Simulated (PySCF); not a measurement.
# A failing input for BeCl⁻

```python
from pyscf import gto, scf

mol = gto.M(
    atom='Be 0 0 0; Cl 0 0 2.171',
    basis='aug-cc-pvdz',
    charge=-1,
    spin=0,
    verbose=4,
)
mf = scf.RHF(mol)
mf = mf.density_fit(auxbasis='def2-universal-jkfit')
mf.level_shift = 5.0
mf.kernel()
mf.analyze()
print('orbital energies (hartree):', mf.mo_energy[..., max(0, mol.nelec[1]-3):mol.nelec[0]+3].round(4))
```

```bash
$ OMP_NUM_THREADS=1 python input.py
```

The log, shortened:

```
[earlier lines left out]
MO #8   energy= -0.307779444547234 occ= 2
MO #9   energy= -0.255449630105143 occ= 2
MO #10  energy= -0.255449630104798 occ= 2
MO #11  energy= -0.0581940094017801 occ= 2
MO #12  energy= 5.10611278480143   occ= 0
MO #13  energy= 5.10611278480144   occ= 0
MO #14  energy= 5.1095585168056    occ= 0
[36 lines left out]
 ** Mulliken pop on meta-lowdin orthogonal AOs  **
 ** Mulliken pop  **
pop of  0 Be 1s           1.99999
pop of  0 Be 2s           1.79345
pop of  0 Be 3s           0.03003
pop of  0 Be 4s           0.07738
pop of  0 Be 2px          0.00712
pop of  0 Be 2py          0.00712
pop of  0 Be 2pz          0.13529
pop of  0 Be 3px          0.00006
pop of  0 Be 3py          0.00006
pop of  0 Be 3pz          0.00842
pop of  0 Be 4px          0.00001
pop of  0 Be 4py          0.00001
[38 lines left out]
 ** Mulliken atomic charges  **
charge of    0Be =     -0.06674
charge of    1Cl =     -0.93326

WARN: System has nonzero charge -1; the dipole moment is origin-dependent.
Location of origin: [0. 0. 0.]

Dipole moment(X, Y, Z, Debye):  0.00000, -0.00000, -2.38768
orbital energies (hartree): [-0.2554 -0.2554 -0.0582  5.1061  5.1061  5.1096]
```

Question: Which setting is at fault, why, and what does a mended input give?

Answer: The level shift (hartree) (5): a shift this large makes the steps tiny. With this edit
```diff
- mf.level_shift = 5.0
```
the run finishes: E(SCF) = -474.178545 Eh, 9 cycles.

Stability towards an unrestricted solution was not tested. The bond length is a typed value, not an optimised one. The dipole of an ion depends on the origin.
